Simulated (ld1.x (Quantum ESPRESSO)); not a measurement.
bismuth (Bi): one change to a TM potential, before and after

* Element: Bi (Z = 83)
* Generator: ld1.x (Quantum ESPRESSO) 7.5
* Type: norm-conserving Troullier–Martins (Kleinman–Bylander form)
* Functional: LDA (PZ)
* Relativity: scalar-relativistic
* Frozen core: [Xe] 4f14
* Valence charge: 15
* Reference configuration: 5d10 6s2 6p2.5 (charge +0.5)
* Partial waves: 6p (bound): rc 2.50 bohr; 5d (bound): rc 1.15 bohr; 6s (bound): rc 1.75 bohr
* Local potential: the s channel
* Core correction: Bessel-smoothed model core, default radius (core density twice the valence density)

Change: fully relativistic.

Cutoffs: the cutoffs (Ry, on a coarse ladder) from which the occupation-weighted sum of valence levels, in a spherical-Bessel basis at the reference potential, stays within 10 and 1 mRy of its value at 400 Ry; they do not see the model core or the augmentation charge, which bear on the density cutoff. Errors are all-electron minus pseudo energies relative to the spin-unpolarised reference configuration.

Question: What does the change do?

Answer: The potential gets neither clearly harder nor softer (90 Ry and 120 Ry → 90 Ry and 120 Ry); the number of tests with a reliable result goes from 9 to 7; of the 7 tests that both files solve, the error grows in 0 and shrinks in 6 by more than 15 % and 0.3 meV (median size 8.8 → 1.1 meV); neither file shows a bound ghost.

| quantity | base | changed |
| --- | --- | --- |
| cutoff, loose | 90 Ry | 90 Ry |
| cutoff, tight | 120 Ry | 120 Ry |
| bound ghosts | none | none |
| error for 5d10 6s2 6p3, meV [ΔE -3.21 → -3.28 eV] | +1.7 | +0.3 |
| error for 5d10 6s2 6p2, meV [ΔE 4.95 → 5.02 eV] | -2.1 | +0.3 |
| error for 5d10 6s2 6p1, meV [ΔE 20.51 → 20.77 eV] | -8.8 | +1.1 |
| error for 5d10 6s2 6p0, meV [ΔE 44.23 → 44.70 eV] | -26 | -4.3 |
| error for 5d9 6s2 6p4, meV [ΔE 20.92 → 20.54 eV] | -239 | -224 |
| error for 5d10 6s1 6p0, meV [ΔE 90.14 → 90.60 eV] | -47 | -9.4 |
| error for 5d10 6s2 6p3.3, meV [ΔE -4.36 → -4.48 eV] | +2.6 | +0.6 |
| s: phases at 2.68 bohr within 0.05 rad from the reference energy up to (Ry; the scan ends near 5) | 1.7 | 1.7 |
